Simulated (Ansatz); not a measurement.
`CC[SeH]` → `[CH2]` (triplet) + `C[SeH]` at 700 K and 1 bar (formal loss of a carbene).

Computed with Ansatz on PBE0-D4/def2-TZVP structures; ΔE is electronic, products minus reactants. CCSD(T)/CBS adds triple-zeta CCSD(T) − MP2 to the extrapolated MP2 energy (def2 sets, frozen cores). This one scheme is used for every species. Triplets are unrestricted, without spin–orbit coupling. For Se outer-core shells are correlated without core-valence functions, which leaves a few kJ/mol of doubt a bond. Scalar relativity is left out up to krypton. One conformer a species, not always the lowest.

| species | CCSD(T)/CBS energy (Eh) | H − E (kJ/mol) | S (J/(mol·K)) |
| --- | --- | --- | --- |
| `CC[SeH]` | -2480.41858 | 249.2 | 382.8 |
| `[CH2]` (triplet) | -39.09499 | 70.4 | 226.8 |
| `C[SeH]` | -2441.15625 | 157.6 | 325.3 |

H − E and S are ideal-gas, rigid-rotor, harmonic terms from PBE0-D4/def2-TZVP, for one conformer and one mirror image of each species, with the whole ground term of open shells counted as degenerate. 1 Eh = 2625.50 kJ/mol, R = 8.31446 J/(mol·K).

Problem. By hand: ΔE, ΔH, ΔS and ΔG.

Solution. ΔE = (-39.09499) + (-2441.15625) − (-2480.41858) = 0.16734 Eh = 439.4 kJ/mol. Δ(H − E) = 70.4 + 157.6 − 249.2 = -21.2, so ΔH = 418.2 kJ/mol. ΔS = 226.8 + 325.3 − 382.8 = 169.3 J/(mol·K). ΔG = 418.2 − 700 × (169.3)/1000 = 299.7 kJ/mol.

Problem. By hand: the equilibrium constant, and the temperature at which ΔG would vanish if ΔH and ΔS stayed fixed.

Solution. log₁₀ K = −ΔG/(RT ln 10) = -22.4. ΔG = 0 at ΔH/ΔS = 2470 K.

The number of gas molecules changes by +1, which sets the sign of ΔS. A doubt of 5 kJ/mol in ΔE shifts log₁₀ K by 0.4 here. Other conformers and mirror images would add mixing entropy, several J/(mol·K) or more a flexible species. A triplet takes part, so the spin changes. These are equilibria of isolated gas molecules and say nothing of rates. Largest T1 diagnostic: 0.011 (customary marks: 0.02 for closed shells, 0.045 for open ones).
